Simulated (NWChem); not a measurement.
System: SiH4S; SMILES [SiH3]S

NWChem input:

```
start job
memory heap 200 mb stack 900 mb global 1100 mb
geometry units angstroms noautoz
  Si     0.003567     0.992505    -0.000276
  S      0.079045    -1.154981    -0.001169
  H     -0.681091     1.525923     1.215012
  H      1.428642     1.426676    -0.006106
  H     -0.691327     1.526097    -1.209657
  H     -1.262321    -1.319496     0.001639
end
basis spherical
  * library def2-svpd
end
dft
  xc xcamb88 1.00 lyp 0.81 vwn_5 0.19 hfexch 1.00
  cam 0.33 cam_alpha 0.19 cam_beta 0.46
  iterations 150
end
tddft
  cis
  nroots 6
  notriplet
end
task tddft energy
```

All runs use the structure optimised with PBE0/def2-SVP.

Vertical excitations in the gas phase.

Question: Predict the main results of this run. (CAM-B3LYP/def2-SVPD, TDA.) Quantities: lowest excitation, singlet (eV); oscillator strength of that lowest state; lowest state with f > 0.02, singlet (eV); oscillator strength of that bright state; orbital gap (eV).

Answer: 
```yaml
lowest excitation, singlet (eV): 5.99
oscillator_strength_of_that_lowest_state: 0.012
lowest state with f > 0.02, singlet (eV): 6.19
oscillator_strength_of_that_bright_state: 0.025
orbital gap (eV): 9.45
```
